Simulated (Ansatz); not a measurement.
Two isomers of CH8BFSi2: A = `BC(F)([SiH3])[SiH3]`, B = `FB([SiH3])C[SiH3]`.

Computed with Ansatz on PBE0-D4/def2-TZVP structures; ΔE is electronic, products minus reactants. CCSD(T)/CBS is the MP2 limit (def2-TZVPP, def2-QZVPP) plus CCSD(T) − MP2 in def2-TZVPP, frozen cores. Functionals use def2-TZVPP. B3LYP here is the variant with VWN-RPA as its local correlation; programs differ in this. Each species was taken in one conformer, which may not be the lowest.

Which is lower in electronic energy at CCSD(T)/CBS, and by how much? (Estimate.)

Computed: B, by 56.1 kcal/mol.

Give E(B) − E(A) in kcal/mol with ωB97M-V, PBE0-D4, HF/def2-TZVPP, B3LYP, CCSD/def2-TZVPP, PBE-D4, B3LYP-D4. (Estimate.)

Computed: ωB97M-V -54.4, PBE0-D4 -56.4, HF/def2-TZVPP -57.3, B3LYP -56.0, CCSD/def2-TZVPP -57.1, PBE-D4 -55.0, B3LYP-D4 -54.7. None reverses the order clearly.

Largest T1 diagnostic: 0.014.

From PBE to PBE0 (25 % exact exchange), in def2-TZVPP and without D4, E(B) − E(A) moves by −1.2 kcal/mol. The D4 term adds +1.3 kcal/mol with B3LYP and +0.6 kcal/mol with PBE0; it sums over pairs of atoms, weighted by their polarisabilities, and B3LYP, whose exchange is more repulsive, gets the larger term.
